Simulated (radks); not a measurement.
Values are calculated unless marked as measured or tabulated.
Ionisation of neutral dysprosium, [Xe] 4f10 6s2, to Dy+, [Xe] 4f10 6s1, under several functionals. Scalar-relativistic Kohn-Sham, spin-polarised, spherical densities, point nucleus; open shells are filled with parallel spins first (spin-orbit coupling, left out, can overturn this in heavy ions); a radial shooting solver on a logarithmic mesh with Libxc functionals.

[
 {"functional": "PW91", "E(Dy) (hartree)": "-12158.7327", "Exc (hartree)": "-264.5001", "IE (eV)": "5.997", "-e(HOMO) (eV)": "1.523", "<r> HOMO (bohr)": "0.9203", "IE error (eV)": "+0.058"},
 {"functional": "revPBE", "E(Dy) (hartree)": "-12157.6691", "Exc (hartree)": "-263.4310", "IE (eV)": "5.879", "-e(HOMO) (eV)": "1.414", "<r> HOMO (bohr)": "0.9212", "IE error (eV)": "-0.060"},
 {"functional": "PBEsol", "E(Dy) (hartree)": "-12153.3480", "Exc (hartree)": "-259.0934", "IE (eV)": "5.939", "-e(HOMO) (eV)": "1.507", "<r> HOMO (bohr)": "0.9203", "IE error (eV)": "0.000"},
 {"functional": "SOGGA", "E(Dy) (hartree)": "-12152.8446", "Exc (hartree)": "-258.5867", "IE (eV)": "5.823", "-e(HOMO) (eV)": "1.414", "<r> HOMO (bohr)": "0.9205", "IE error (eV)": "-0.117"},
 {"functional": "LDA (Slater exchange, Perdew-Wang correlation)", "E(Dy) (hartree)": "-12149.4583", "Exc (hartree)": "-255.2056", "IE (eV)": "6.183", "-e(HOMO) (eV)": "1.726", "<r> HOMO (bohr)": "0.9178", "IE error (eV)": "+0.244"},
 {"functional": "PBE", "E(Dy) (hartree)": "-12157.3626", "Exc (hartree)": "-263.1208", "IE (eV)": "5.967", "-e(HOMO) (eV)": "1.450", "<r> HOMO (bohr)": "0.9213", "IE error (eV)": "+0.028"},
 {"functional": "LDA (Slater exchange, VWN5 correlation)", "E(Dy) (hartree)": "-12149.4858", "Exc (hartree)": "-255.2337", "IE (eV)": "6.176", "-e(HOMO) (eV)": "1.730", "<r> HOMO (bohr)": "0.9177", "IE error (eV)": "+0.237"},
 {"functional": "exchange-only PBE", "E(Dy) (hartree)": "-12153.5958", "Exc (hartree)": "-259.2891", "IE (eV)": "5.367", "-e(HOMO) (eV)": "0.333", "<r> HOMO (bohr)": "0.9399", "IE error (eV)": "-0.572"}
]

NIST Atomic Spectra Database: 5.939 eV (measured). Closest: PBEsol. The Delta-SCF values span 0.82 eV, the total energies 9.27 hartree. The highest occupied level is 4f. Open shells are spherical and high-spin; term and fine-structure splittings are not resolved. Spin-orbit splitting is averaged out at the scalar-relativistic level.
